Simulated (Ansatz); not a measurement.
ClH$_{5}$NSi$_{2}$ (`N[Si]([SiH3])Cl`) radical. Total charge 0; spin multiplicity 2.

```xyz
9

N     0.127    1.703   -0.617
Si   -0.736    0.218   -0.686
Si    0.423   -1.445    0.514
Cl   -2.549    0.613    0.244
H    -0.366    2.582   -0.673
H     1.056    1.769   -1.003
H     0.573   -1.127    1.960
H    -0.303   -2.732    0.357
H     1.775   -1.580   -0.096
```

Task: List the harmonic frequencies (cm⁻¹, unscaled) at PBE0-D4/def2-TZVP in Ansatz. (Estimate.)

Result: The calculation gave: 92, 106, 148, 174, 255, 371, 388, 490, 510, 533, 802, 842, 874, 930, 933, 1567, 2204, 2217, 2235, 3588, 3690.

Task: Is this a minimum?

Result: Yes, all 21 modes are real.

Task: Give the ideal-gas thermochemistry at 298.15 K and 1 bar (rigid rotor, harmonic oscillator; point group C1, symmetry number 1).

Result: Zero-point energy 137.3 kJ/mol; H(298) − E = 159.8 kJ/mol; entropy 365.9 J/(mol·K), of which translation 167.6, rotation 115.2, vibration 77.5, electronic 5.8; G(298) − E = 50.7 kJ/mol. Modes under 100 cm⁻¹ are hindered rotations or soft bends, so the harmonic entropy is rough.

Task: And at 400, 500, 600, 800 and 1000 K?

Result: 
```csv
T (K),H − E (kJ/mol),S (J/mol/K),G − E (kJ/mol)
400,172.1,401.2,11.6
500,185.4,431.0,-30.1
600,199.8,457.1,-74.5
800,230.7,501.5,-170.5
1000,263.9,538.4,-274.6
```
